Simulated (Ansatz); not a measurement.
Four-centre ligand exchange

Start structure (BNH5Br, closed shell), relaxed at PBE0-D4/def2-TZVP:

B1  (-1.014, -0.584, 0.286)
N2  (-0.466, 0.651, -0.055)
H3  (-1.397, -1.304, -0.587)
H4  (-1.062, -0.892, 1.440)
H5  (1.588, -0.027, -0.256)
Br6  (3.000, -0.183, -0.458)
H7  (-0.190, 1.336, 0.630)
H8  (-0.458, 1.004, -0.999)
(Å)

The step: BNH₄ ([BH2][NH2]) + HBr → BH₂Br ([BH2][Br]) + NH₃ (still joined by a long B–N bond); bonds formed: B1–Br6, N2–H5; bonds broken: H5–Br6; bonds weakened to dative contacts: B1–N2. Ansatz 0.2.0; basis: def2-TZVPP and def2-QZVPP; cores frozen in the correlated methods. Filled d shells of the heavier atoms are correlated. The def2 sets are not built for correlating such inner shells, so the correlated values are less sure here. Extrapolation: Hartree–Fock as exp(−7.88 √X), correlation as X^−2.97. Energies below are by CCSD(T) at an estimated basis limit (MP2 extrapolated from triple and quadruple zeta, plus CCSD(T) − MP2 in triple zeta).

(1) What are the electronic barrier and the energy of the step, from the start structure to the end structure? (Judge from chemistry; the value comes from the calculation.)

The T1 diagnostic stays at or below 0.010.

Results:

(1) Computed: Barrier 0.665 eV; step energy -0.693 eV (downhill); reverse barrier, their difference, 1.358 eV. Barrier and step energy count from the start structure, the reverse barrier from the end structure.

The saddle point: One imaginary mode of 1008i cm⁻¹.
```csv
pair,start (Å),saddle (Å),end (Å)
B1–Br6,4.10,2.77,2.03
N2–H5,2.17,1.32,1.02
B1–N2,1.39,1.48,1.62
H5–Br6,1.44,1.68,2.97
```

Zero-point energy (harmonic, PBE0-D4): ZPE is 1.530 eV at the start and 1.505 eV at the saddle, so the barrier goes from 0.665 to 0.640 eV.

Labels in which every atom is bracketed show which atoms are joined, not bond orders.

For scale, one of the runs: CCSD(T)/def2-TZVPP, 180 basis functions, launched by `ansatz run in.yaml --threads 4 --pin off --events-out ev --progress --plain --max-ram 9574MiB`. Time: 11 s of wall clock on 4 CPU threads of an Intel Xeon 6975P-C; the host was shared. Peak host memory: 1.9 GiB.
